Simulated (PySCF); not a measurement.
Compound: C₇H₁₀.
Numbering: `[CH2:1]=[CH:2][C@@:3]12[CH2:4][C@@H:5]1[C@@H:6]2[CH3:7]` (hydrogens: H8, H9 on C1; H10 on C2; H11, H12 on C4; H13 on C5; H14 on C6; H15, H16, H17 on C7)

Method: PBE0-D3(BJ)/def2-SVP geometry optimisation, gas phase (PySCF 2.14.0); density fitting, grid level 1; the optimiser is geomeTRIC in internal coordinates, started from a GFN2-xTB structure.

Step 2: E = -7405.7939 eV
```
atom  x, y, z in Å  |  force x, y, z in eV/Å
C1      2.1845   -1.4985   -0.2007    0.063  -0.011   0.008
C2      1.8381   -0.2420    0.1013   -0.062  -0.034  -0.037
C3      0.4695    0.2543    0.1094   -0.020   0.049   0.062
C4     -0.0574    1.5737    0.5894   -0.005   0.016   0.015
C5     -0.2659    1.1656   -0.8241   -0.034  -0.016  -0.036
C6     -0.7435   -0.2376   -0.6183    0.017  -0.002   0.012
C7     -2.0466   -0.6003    0.0534   -0.007   0.002  -0.001
H8      3.2316   -1.8090   -0.2185    0.004  -0.005   0.003
H9      1.4315   -2.2569   -0.4344    0.000   0.011   0.000
H10     2.6124    0.4875    0.3701   -0.002  -0.006  -0.028
H11    -0.9000    1.6117    1.2934   -0.001  -0.005  -0.006
H12     0.6947    2.3514    0.7687    0.008  -0.007  -0.001
H13     0.0988    1.6359   -1.7369    0.026   0.004   0.014
H14    -0.4888   -0.9049   -1.4550    0.002   0.001   0.003
H15    -1.9907   -1.6087    0.4920    0.002  -0.002  -0.008
H16    -2.8744   -0.5937   -0.6728    0.003   0.007  -0.002
H17    -2.3069    0.0990    0.8604    0.006  -0.001   0.004
```

Step 3: E = -7405.7946 eV
```
atom  x, y, z in Å  |  force x, y, z in eV/Å
C1      2.1957   -1.5025   -0.1973   -0.076   0.062   0.030
C2      1.8326   -0.2470    0.0948    0.066  -0.009  -0.034
C3      0.4662    0.2541    0.1127   -0.058  -0.086   0.050
C4     -0.0577    1.5746    0.5927    0.039  -0.024  -0.025
C5     -0.2662    1.1662   -0.8216   -0.055  -0.021   0.059
C6     -0.7473   -0.2356   -0.6160   -0.028   0.023   0.047
C7     -2.0544   -0.5980    0.0514    0.045   0.016  -0.045
H8      3.2460   -1.7990   -0.2272    0.019   0.009   0.018
H9      1.4504   -2.2738   -0.4075   -0.023  -0.021  -0.028
H10     2.6057    0.4895    0.3430    0.034   0.034  -0.011
H11    -0.8998    1.6152    1.2958   -0.022  -0.010   0.012
H12     0.6988    2.3466    0.7731    0.013   0.026   0.001
H13     0.1058    1.6348   -1.7298    0.039   0.035  -0.062
H14    -0.4919   -0.9002   -1.4528    0.009  -0.041  -0.025
H15    -2.0024   -1.6093    0.4823    0.003  -0.018  -0.001
H16    -2.8785   -0.5837   -0.6782   -0.013   0.003  -0.008
H17    -2.3161    0.0954    0.8619    0.008   0.022   0.023
```

Task: Estimate the geometry and energy of step 4. (The exact step hangs on the optimiser's Hessian estimate; all steps are aligned on step 3, rigid shifts and turns removed.)

Result: E = -7405.7955 eV, largest force 0.065 eV/Å
```
atom  x, y, z in Å  |  force x, y, z in eV/Å
C1      2.1908   -1.5013   -0.1963   -0.008   0.028   0.018
C2      1.8341   -0.2443    0.0936    0.018  -0.002  -0.025
C3      0.4664    0.2534    0.1138   -0.034  -0.042   0.037
C4     -0.0577    1.5738    0.5935    0.026  -0.010  -0.015
C5     -0.2665    1.1651   -0.8207   -0.036   0.012   0.014
C6     -0.7463   -0.2370   -0.6153    0.002   0.010   0.006
C7     -2.0526   -0.5989    0.0508    0.014   0.009  -0.017
H8      3.2412   -1.7993   -0.2208    0.005  -0.008  -0.004
H9      1.4431   -2.2701   -0.4108   -0.006  -0.006  -0.002
H10     2.6094    0.4927    0.3369    0.009   0.010  -0.001
H11    -0.9001    1.6134    1.2969   -0.009  -0.005   0.004
H12     0.6985    2.3469    0.7732    0.001   0.011   0.001
H13     0.1071    1.6347   -1.7295    0.020   0.009  -0.019
H14    -0.4901   -0.9027   -1.4521    0.005  -0.019  -0.006
H15    -2.0011   -1.6113    0.4801   -0.003  -0.008  -0.001
H16    -2.8771   -0.5826   -0.6787   -0.006   0.004   0.000
H17    -2.3121    0.0946    0.8627    0.004   0.005   0.011
```

The energy changes by -0.0009 eV. The first-order estimate −F·Δx gives -0.0016 eV and the mean of the old and new forces, exact on a quadratic surface, -0.0010 eV. The step makes an angle of 69° with the force vector and moves no atom by more than 0.009 Å.

What follows is the cost of the whole optimisation. Hardware: Arm Neoverse V1, one thread (shared host). Cost: 53 s of wall time, 0.68 GiB resident at most.
